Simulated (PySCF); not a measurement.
Structure problem from calculated spectra and properties.

Formula: C2H8OS3Si2.

| Item | Value |
| --- | --- |
| 1H NMR | chemical shifts (computed TMS as zero) by class: 5.13 (3 H), 2.96 (2 H), 2.84 (2 H), 0.95 (1 H) ppm [GIAO PBE0/pcSseg-1] |
| 13C NMR | chemical shifts (computed TMS as zero) by class: 41.9 (2 C) ppm [GIAO PBE0/pcSseg-1] |
| Rotational structure | rotational constants A, B, C: 1.163, 0.625, 0.590 GHz [GFN2-xTB] |
| NMR, other nuclei | isotropic shieldings of nuclei other than C and H, by class: 265 (1 O), 315 (1 Si), 386 (1 Si), 558 (2 S), 669 (1 S) ppm [GIAO PBE0/pcSseg-1] |
| Dipole | 1.47 D [PBE0/pcSseg-1] |

Gas-phase values; electronic properties from PySCF, density fitting. Levels stand in brackets. One conformer (not necessarily the lowest) at the GFN2-xTB geometry, without solvent, vibrations or thermal averaging. Each NMR value is the plain mean over a class of atoms that symmetry, rotation or inversion makes alike.

Q: What is the compound? Reason from the data.

A: Numbering: `[SiH3:1][O:2][Si:3]1([SH:4])[S:5][CH2:6][CH2:7][S:8]1`. Its formula, C2H8OS3Si2, gives 1 degree of unsaturation: 1 ring and 0 π bonds in the structure found. 2 carbons fall into 1 class: ring sp3 carbon bound to sulfur [C6/C7] (41.9 ppm, 2 C). Hydrogen classes from least to most shielded: 3 H on an oxygen-bound silicon, Si1 (5.13 ppm), 2 H on 2 like atoms (sp3 carbon bound to sulfur), C6/C7 (2.96 ppm), 2 H on 2 like atoms (sp3 carbon bound to sulfur), C6/C7 (2.84 ppm), 1 H on a sulfur bonded to Si and H, S4 (0.95 ppm). The other shieldings belong to: 265 ppm, siloxane oxygen [O2]; 315 ppm, oxygen-bound silicon [Si3]; 386 ppm, oxygen-bound silicon [Si1]; 558 ppm, sulfur bonded to C and Si [S5/S8]; 669 ppm, sulfur bonded to Si and H [S4]. The optimised geometry has point group C1 and is an asymmetric top. Structure: `[SiH3]O[Si]1(S)SCCS1`. Computed isomers that give other values at the same levels: `O[Si]1(S[SiH3])SCCS1` (1H chemical shifts (computed TMS as zero) by class: 4.72 (3 H), 2.95 (2 H), 2.91 (2 H), 2.31 (1 H) ppm). The assignments are read from this structure; whether some other isomer fits the data as well wasn't checked.
